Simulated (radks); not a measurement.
Values are calculated unless marked as measured or tabulated.
Species: Cs I. Configuration: [Xe] 6s1. Code: a radial shooting solver on a logarithmic mesh with Libxc functionals. Model: Dirac Kohn-Sham, PBE, spin-unpolarised, spherical densities, point nucleus.

Normalised radial functions P(r) = r R(r) (large component), r in bohr:

```
   r/bohr * 4d3/2, o 5p3/2 (the largest magnitude, 1.17, reaches the edge; | marks zero, & curves that meet)
0.0009117                             &
 0.001266                             &
 0.001757                             &
 0.002439                             &
 0.003386                             &
 0.004662                             &
 0.006472                             &
 0.008985                             &
  0.01247                             *o
  0.01731                             *o
  0.02404                             |*o
  0.03337                             |* o
  0.04632                             |  *o
   0.0643                             |   o*
  0.08855                             |  o     *
   0.1229                            o|            *
   0.1706                        o    |              *
   0.2369                       o     |           *
   0.3288                            o*
   0.4565             *               |     o
   0.6337  *                          |        o
   0.8797   *                         |o
    1.221              *   o          |
    1.682           o           *     |
    2.334             o              *|
    3.241                    o        *
    4.499                          o  *
    6.245                            o*
    8.669                             &
    12.03                             &
    16.71                             &
    23.19                             &
```

4d3/2: eigenvalue -75.515 eV, 1 radial node at r = 0.331 bohr, <r> = 0.831 bohr, 90 % of the charge inside 1.26 bohr. 5p3/2: eigenvalue -13.013 eV, 3 radial nodes at r = 0.116, 0.347, 0.901 bohr, <r> = 2.12 bohr, 90 % of the charge inside 3.14 bohr.
